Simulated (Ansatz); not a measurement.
One change: `CSC(O)O` becomes `O[SiH2]C(O)O`.

Ansatz, PBE0-D4/def2-TZVP geometries, multiplicity 1. Each molecule was computed in one conformer, which needn't be the lowest.

```tsv
property	`CSC(O)O`
HOMO energy (ωB97M-V/def2-TZVPP) / eV	-8.87
size of the dipole moment (PBE/def2-TZVPP) / D	1.70
LUMO energy (PBE/def2-TZVPP) / eV	-0.36
size of the dipole moment (ωB97M-V/def2-TZVPP) / D	1.72
HOMO–LUMO gap (B3LYP/def2-TZVPP) / eV	6.72
HOMO–LUMO gap (PBE0/def2-TZVPP) / eV	7.25
```

Q: What does the change do to each property? (Estimate.)

A: Ansatz gave: 
```csv
property,`O[SiH2]C(O)O`,shift
HOMO energy (ωB97M-V/def2-TZVPP) / eV,-10.06,-1.19
size of the dipole moment (PBE/def2-TZVPP) / D,1.32,-0.38
LUMO energy (PBE/def2-TZVPP) / eV,-0.89,-0.53
size of the dipole moment (ωB97M-V/def2-TZVPP) / D,1.32,-0.40
HOMO–LUMO gap (B3LYP/def2-TZVPP) / eV,7.24,0.52
HOMO–LUMO gap (PBE0/def2-TZVPP) / eV,7.73,0.48
```

With PBE0 the HOMO falls by 1.11 eV and the LUMO falls by 0.62 eV, so the gap widens by about 0.49 eV. PBE moves the HOMO by -0.86 eV and ωB97M-V by -1.19 eV. Dipoles are sizes alone; their direction can turn.

B3LYP here is the variant with VWN-RPA as its local correlation; programs differ in this.
